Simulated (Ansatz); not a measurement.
Molecule: Cs2 (charge 0, singlet). 
Geometry from a B3LYP-D3(BJ)/def2-TZVP (Ansatz, a program for electronic structure) optimisation:
SMILES: [Cs][Cs]
```xyz
2

Cs     0.0000     0.0000    -2.3693
Cs     0.0000     0.0000     2.3693
```
Charge 0, spin multiplicity 1.

Question: Give the harmonic wavenumbers at B3LYP-D3(BJ)/def2-TZVP (Ansatz, finite differences of forces, unscaled).

Answer: 40 cm⁻¹. Zero-point energy 0.1 kcal/mol.

Question: From these and the geometry, give the ideal-gas thermochemistry at 298.15 K and 1 atm (rigid rotor, harmonic oscillator).

Answer: Point group D∞h, rotational symmetry number 2. Rotational constants 0.3387, 0.3387 GHz. S(trans) 42.63, S(rot) 20.12, S(vib) 5.24, S(elec, spin only) 0.00, S 68.0 cal/(mol K). H(298) - H(0) 2.61 kcal/mol; G - E(el) -17.6 kcal/mol.
